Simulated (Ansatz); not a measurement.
Ansatz (a first-principles code) input:

Ansatz 0.2 input:
```yaml
crystal:
  periodic: [false, false, false]
  atoms:
    - {symbol: Ge, position_ang: [-0.06184065, -0.16459345, -0.10174752]}
    - {symbol: O, position_ang: [1.19564033, 0.35015283, -0.93994126]}
    - {symbol: O, position_ang: [-1.19615823, -0.11362255, 1.02037422]}
basis:
  gaussian:
    orbitals: def2-TZVP
hamiltonian:
  xc: b3lyp
  dispersion: d3bj
total_charge: 1
magnetization: {spin_polarized: true, initial_magnetization: 1}
relax: {f_tol: 0.002, max_steps: 150}
```

Q: Predict the final energy.

A: -2227.08788 Eh (B3LYP-D3(BJ)/def2-TZVP). The basis has 110 functions.
